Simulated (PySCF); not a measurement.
HCl₃HfO, singlet, at a GFN2-xTB geometry (such geometries of metal compounds can be far from the true shape) (core potentials on Hf); DF-PW6B95/def2-SV(P) in PySCF.

Input for PySCF:
```python
from pyscf import gto, scf, dft

mol = gto.Mole()
mol.atom = '''
    Hf   -0.14925711    0.14034048    0.03130687
    Cl    1.67998636    1.13370639   -0.80467477
    Cl    0.56239264   -0.67929444    1.99434686
    Cl   -0.64878279   -1.60501277   -1.29865558
    O    -1.72626897    1.07595861    0.00766214
    H    -2.53447159    0.84803059   -0.46267216
'''
mol.basis = 'def2-sv(p)'
mol.ecp = {'Hf': 'def2-sv(p)'}
mol.verbose = 4
mol.build()

mf = dft.RKS(mol)
mf.xc = 'pw6b95'
mf = mf.density_fit(auxbasis='def2-universal-jkfit')
mf.kernel()
mf.analyze()
```

It wrote (shortened):

```
PySCF version 2.14.0

[INPUT] verbose = 4
[INPUT] num. atoms = 6
[INPUT] num. electrons = 72
[INPUT] charge = 0
[INPUT] spin (= nelec alpha-beta = 2S) = 0
[INPUT] symmetry False subgroup None
[INPUT] Mole.unit = angstrom
[INPUT] Symbol           X                Y                Z      unit          X                Y                Z       unit  Magmom
[...]
nuclear repulsion = 377.440366047687
number of shells = 43
number of NR pGTOs = 186
number of NR cGTOs = 95
basis = def2-sv(p)
ecp = {'Hf': 'def2-sv(p)'}

******** <class 'pyscf.df.df_jk.DFRKS'> ********
method = DFRKS
initial guess = minao
damping factor = 0
level_shift factor = 0
DIIS = <class 'pyscf.scf.diis.CDIIS'>
diis_start_cycle = 1
diis_space = 8
diis_damp = 0
SCF conv_tol = 1e-09
SCF conv_tol_grad = None
SCF max_cycles = 50
direct_scf = False
XC library pyscf.dft.libxc version 7.1.2
    S. Lehtola, C. Steigemann, M. J. T. Oliveira, and M. A. L. Marques,  SoftwareX 7, 1–5 (2018)
XC functionals = pw6b95
    Y. Zhao and D. G. Truhlar,  J. Phys. Chem. A 109, 5656 (2005)
radial grids:
    Treutler-Ahlrichs [JCP 102, 346 (1995); DOI:10.1063/1.469408] (M4) radial grids

becke partition: Becke, JCP 88, 2547 (1988); DOI:10.1063/1.454033
pruning grids: <function nwchem_prune>
grids dens level: 3
symmetrized grids: False
atomic radii adjust function: <function treutler_atomic_radii_adjust>
small_rho_cutoff = 0
Set gradient conv threshold to 3.16228e-05
Initial guess from minao.
tot grids = 104328
******** <class 'pyscf.df.df.DF'> ********
auxbasis = def2-universal-jkfit
init E= -1492.93636130192
[...]
cycle= 1 E= -1505.1403089834  delta_E= -12.2  |g|= 0.979  |ddm|= 7.63
[...]
cycle= 2 E= -1504.9288651764  delta_E= 0.211  |g|= 1.39  |ddm|= 2.21
[...]
cycle= 3 E= -1505.34614336886  delta_E= -0.417  |g|= 0.252  |ddm|=  1.3
[...]
cycle= 4 E= -1505.3578216152  delta_E= -0.0117  |g|= 0.0875  |ddm|= 0.287
[...]
cycle= 5 E= -1505.3593398263  delta_E= -0.00152  |g|= 0.0352  |ddm|= 0.116
[...]
cycle= 6 E= -1505.35966238367  delta_E= -0.000323  |g|= 0.00799  |ddm|= 0.0449
[...]
cycle= 7 E= -1505.35967173135  delta_E= -9.35e-06  |g|= 0.00961  |ddm|= 0.00787
[...]
cycle= 8 E= -1505.35967201445  delta_E= -2.83e-07  |g|= 0.0179  |ddm|= 0.00044
[...]
cycle= 9 E= -1505.35967252465  delta_E= -5.1e-07  |g|= 0.00495  |ddm|= 0.00201
[...]
cycle= 10 E= -1505.35967256209  delta_E= -3.74e-08  |g|= 0.00494  |ddm|= 0.000663
[...]
cycle= 11 E= -1505.35967255264  delta_E= 9.45e-09  |g|= 0.00528  |ddm|= 0.000168
[...]
cycle= 12 E= -1505.35967254398  delta_E= 8.66e-09  |g|= 0.00563  |ddm|= 4.92e-05
[...]
cycle= 13 E= -1505.35967249295  delta_E= 5.1e-08  |g|= 0.0082  |ddm|= 0.00017
[...]
cycle= 14 E= -1505.35967250766  delta_E= -1.47e-08  |g|= 0.00744  |ddm|= 6e-05
[...]
cycle= 15 E= -1505.35967247958  delta_E= 2.81e-08  |g|= 0.00886  |ddm|= 9.32e-05
[...]
cycle= 16 E= -1505.35967289816  delta_E= -4.19e-07  |g|= 0.0471  |ddm|= 0.00077
[...]
cycle= 17 E= -1505.3596725829  delta_E= 3.15e-07  |g|= 0.00505  |ddm|= 0.000411
[...]
cycle= 18 E= -1505.35967260038  delta_E= -1.75e-08  |g|= 0.00603  |ddm|= 7.36e-05
[...]
cycle= 19 E= -1505.35967263414  delta_E= -3.38e-08  |g|= 0.0097  |ddm|= 9.76e-05
[...]
cycle= 20 E= -1505.35967255476  delta_E= 7.94e-08  |g|= 0.00522  |ddm|= 0.000284
[...]
cycle= 21 E= -1505.35967254594  delta_E= 8.82e-09  |g|= 0.00556  |ddm|= 3.72e-05
[...]
cycle= 22 E= -1505.35967254411  delta_E= 1.83e-09  |g|= 0.00564  |ddm|= 7.77e-06
[...]
cycle= 23 E= -1505.35967253543  delta_E= 8.68e-09  |g|= 0.00604  |ddm|= 3.18e-05
[...]
cycle= 24 E= -1505.35967251469  delta_E= 2.07e-08  |g|= 0.00709  |ddm|= 6.79e-05
[...]
cycle= 25 E= -1505.35967258217  delta_E= -6.75e-08  |g|= 0.00502  |ddm|= 0.000261
[...]
cycle= 26 E= -1505.35967252586  delta_E= 5.63e-08  |g|= 0.00651  |ddm|= 0.000224
[...]
cycle= 27 E= -1505.35967298701  delta_E= -4.61e-07  |g|= 0.0585  |ddm|= 0.00067
[...]
cycle= 28 E= -1505.35967242572  delta_E= 5.61e-07  |g|= 0.0113  |ddm|= 0.000918
[...]
cycle= 29 E= -1505.35967253447  delta_E= -1.09e-07  |g|= 0.00609  |ddm|= 0.000273
[...]
cycle= 30 E= -1505.35967253704  delta_E= -2.57e-09  |g|= 0.00596  |ddm|= 9.09e-06
[...]
cycle= 31 E= -1505.3596725282  delta_E= 8.85e-09  |g|= 0.0064  |ddm|= 3.09e-05
[...]
cycle= 32 E= -1505.35967253099  delta_E= -2.8e-09  |g|= 0.00626  |ddm|= 9.43e-06
[...]
cycle= 33 E= -1505.35967256706  delta_E= -3.61e-08  |g|= 0.00492  |ddm|= 0.000143
[...]
cycle= 34 E= -1505.35967259774  delta_E= -3.07e-08  |g|= 0.00583  |ddm|= 0.000129
[...]
cycle= 35 E= -1505.35967259639  delta_E= 1.35e-09  |g|= 0.00573  |ddm|= 5.38e-06
[...]
cycle= 36 E= -1505.35967265946  delta_E= -6.31e-08  |g|= 0.0131  |ddm|= 0.000159
[...]
cycle= 37 E= -1505.35967265281  delta_E= 6.65e-09  |g|= 0.0122  |ddm|= 1.13e-05
[...]
cycle= 38 E= -1505.35967269908  delta_E= -4.63e-08  |g|= 0.0188  |ddm|= 6.5e-05
[...]
cycle= 39 E= -1505.3596726484  delta_E= 5.07e-08  |g|= 0.0116  |ddm|= 7.19e-05
[...]
cycle= 40 E= -1505.35967261958  delta_E= 2.88e-08  |g|= 0.00792  |ddm|= 6.56e-05
[...]
cycle= 41 E= -1505.35967251864  delta_E= 1.01e-07  |g|= 0.00689  |ddm|= 0.00038
[...]
cycle= 42 E= -1505.35967248107  delta_E= 3.76e-08  |g|= 0.00879  |ddm|= 0.000102
[...]
cycle= 43 E= -1505.3596725985  delta_E= -1.17e-07  |g|= 0.00588  |ddm|= 0.000414
[...]
cycle= 44 E= -1505.35967264318  delta_E= -4.47e-08  |g|= 0.0109  |ddm|= 0.00012
[...]
cycle= 45 E= -1505.35967269916  delta_E= -5.6e-08  |g|= 0.0188  |ddm|= 8.3e-05
[...]
cycle= 46 E= -1505.35967266857  delta_E= 3.06e-08  |g|= 0.0144  |ddm|= 3.98e-05
[...]
cycle= 47 E= -1505.35967262993  delta_E= 3.86e-08  |g|= 0.00916  |ddm|= 7.2e-05
[...]
cycle= 48 E= -1505.35967271633  delta_E= -8.64e-08  |g|= 0.0213  |ddm|= 0.00013
[...]
cycle= 49 E= -1505.35967268789  delta_E= 2.84e-08  |g|= 0.0172  |ddm|= 3.21e-05
[...]
cycle= 50 E= -1505.35967295272  delta_E= -2.65e-07  |g|= 0.0541  |ddm|= 0.000175
SCF not converged.
SCF energy = -1505.35967295272
**** SCF Summaries ****
Total Energy =                       -1505.359672952717574
Nuclear Repulsion Energy =             377.440366047686553
One-electron Energy =                -2842.907723257161251
Two-electron Energy =                  960.107684256757011
Two-electron Coulomb Energy =         1061.178038386879734
DFT Exchange-Correlation Energy =     -101.070354130122766
HOMO-LUMO gap [eV] =                     8.161078221765807
**** MO energy ****
[...]
Dipole moment(X, Y, Z, Debye): -2.51510,  0.68191, -0.56165
```

Convergence was not reached.
